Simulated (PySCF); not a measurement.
Input of a run (PBE0-D3(BJ)/def2-SVP geometry optimisation, gas phase (PySCF 2.14.0)), started from GFN2-xTB:
```
{"job": {"xc": "PBE0", "basis": "def2-SVP", "d3": "d3bj", "grid": 1, "shake": 0.01, "kind": "geom"}, "charge": 0, "multiplicity": 1}
C      3.224970    -1.209650     0.282230
C      2.108960    -0.570460    -0.590360
C      1.415560     0.612510     0.092090
C      0.351430     1.206770    -0.771170
O     -0.722910     0.283090    -1.041330
C     -1.717750     0.174180    -0.024410
C     -2.243300    -1.258940    -0.083150
C     -2.819610     1.194290    -0.248410
H      2.790900    -1.531740     1.240620
H      3.975970    -0.453500     0.506820
H      3.655660    -2.029900    -0.223660
H      1.361740    -1.313660    -0.816120
H      2.519390    -0.217900    -1.542010
H      2.148750     1.403290     0.314330
H      1.015800     0.273710     1.056070
H      0.721670     1.482890    -1.742220
H     -0.072960     2.128650    -0.301000
H     -1.272170     0.349570     0.972690
H     -2.652110    -1.458880    -1.073620
H     -1.479320    -1.960790     0.117390
H     -3.057580    -1.393980     0.641900
H     -2.430920     2.181470    -0.246570
H     -3.299460     1.021180    -1.227740
H     -3.587000     1.107410     0.535330
```

Output (energies in Eh, forces in Eh/bohr):
```
step   0  E = -350.93435917  max force = 0.042618
step   1  E = -350.94148968  max force = 0.007338
step   2  E = -350.94206758  max force = 0.002107
step   3  E = -350.94214643  max force = 0.001499
step   4  E = -350.94218246  max force = 0.001271
step   5  E = -350.94219554  max force = 0.000994
step   6  E = -350.94219666  max force = 0.000283
optimisation converged
```

**Question.** Summarise the run.

**Answer.** The energy falls by 20.6 kJ/mol over 7 energy and gradient evaluations, the largest force component goes from 0.0426 to 2.8e-04 Eh/bohr, and the atoms move by 0.074 Å rms after alignment. The bond that changes most is C1–H11 (methyl carbon to methyl hydrogen), which lengthens by 0.045 Å. Bonds longer at the end by more than 0.005 Å: 10 of 23; shorter: 6. Among the angles that change most is H10–C1–H11, from 110.9° to 107.6°. The energy never rose by more than 1e-6 Eh on the way. The first step brought 91 % of the lowering.

**Question.** What are the final bond lengths?

**Answer.** C1–C2 1.520 Å, C2–C3 1.522 Å, C3–C4 1.522 Å, C4–O5 1.403 Å, O5–C6 1.414 Å, C6–C7 1.516 Å, C6–C8 1.522 Å, C1–H9 1.102 Å, C1–H10 1.102 Å, C1–H11 1.101 Å, C2–H12 1.102 Å, C2–H13 1.105 Å, C3–H14 1.105 Å, C3–H15 1.105 Å, C4–H16 1.103 Å, C4–H17 1.108 Å, C6–H18 1.109 Å, C7–H19 1.101 Å, C7–H20 1.100 Å, C7–H21 1.100 Å, C8–H22 1.100 Å, C8–H23 1.101 Å, C8–H24 1.101 Å. Numbering counts from 1 in the input's order; the species is butyl isopropyl ether, `CCCCOC(C)C`.

The run used 192 basis functions and 45 SCF cycles in all.

No PBE0-D3(BJ)/def2-SVP frequencies stand behind this structure, so it isn't proved a minimum. The numbers are those of one conformer.

The values belong to the conformer `[CH3:1][CH2:2][CH2:3][CH2:4][O:5][CH:6]([CH3:7])[CH3:8]`: C1–C2–C3–C4 -177°, C2–C3–C4–O5 59°, C3–C4–O5–C6 82°, C4–O5–C6–C7 -151°.
